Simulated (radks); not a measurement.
The numbers below are computed, except where a source is named.
Task: W, configuration [Xe] 4f14 5d4 6s2. Level of theory: Dirac Kohn-Sham, PBE, spin-unpolarised, spherical densities, finite nucleus; open shells fill j = l - 1/2 first; Fermi nuclear charge, rms radius 5.3658 fm (a radial shooting solver on a logarithmic mesh with Libxc functionals). Some entries of the table are withheld. Estimate them.

| orbital | occ. | eigenvalue (Ry) | <r^2> (bohr^2) |
|---|---|---|---|
| 1s1/2 | 2 | (1) | 0.0004632 |
| 2s1/2 | 2 | -879.4279 | 0.007063 |
| 2p1/2 | 2 | -841.1504 | 0.005042 |
| 2p3/2 | 4 | -741.7309 | 0.006243 |
| 3s1/2 | 2 | (2) | 0.04613 |
| 3p1/2 | 2 | -185.4038 | 0.04232 |
| 3p3/2 | 4 | -163.9059 | 0.04891 |
| 3d3/2 | 4 | -135.0674 | 0.03792 |
| 3d5/2 | 6 | -130.3921 | 0.03973 |
| 4s1/2 | 2 | -41.73602 | 0.2283 |
| 4p1/2 | 2 | -34.64096 | 0.2355 |
| 4p3/2 | 4 | -29.65924 | 0.2709 |
| 4d3/2 | 4 | (3) | 0.2955 |
| 4d5/2 | 6 | (4) | 0.3089 |
| 5s1/2 | 2 | -5.75750 | 1.285 |
| 5p1/2 | 2 | -3.65965 | (5) |
| 5p3/2 | 4 | -2.94049 | (6) |
| 4f5/2 | 6 | (7) | 0.4573 |
| 4f7/2 | 8 | (8) | 0.4731 |
| 6s1/2 | 2 | -0.41171 | 11.71 |
| 5d3/2 | 4 | -0.34164 | 5.117 |
| 5d5/2 | 0 | -0.28937 | 5.689 |
| 6p1/2 | 0 | -0.12246 | (9) |
| 6p3/2 | 0 | -0.08837 | (10) |

Result: 
(1) 1s1/2 eigenvalue (Ry): -5098.688
(2) 3s1/2 eigenvalue (Ry): -202.4931
(3) 4d3/2 eigenvalue (Ry): -17.99209
(4) 4d5/2 eigenvalue (Ry): -17.07414
(5) 5p1/2 <r^2> (bohr^2): 1.576
(6) 5p3/2 <r^2> (bohr^2): 1.873
(7) 4f5/2 eigenvalue (Ry): -2.48362
(8) 4f7/2 eigenvalue (Ry): -2.31923
(9) 6p1/2 <r^2> (bohr^2): 23.78
(10) 6p3/2 <r^2> (bohr^2): 30.19
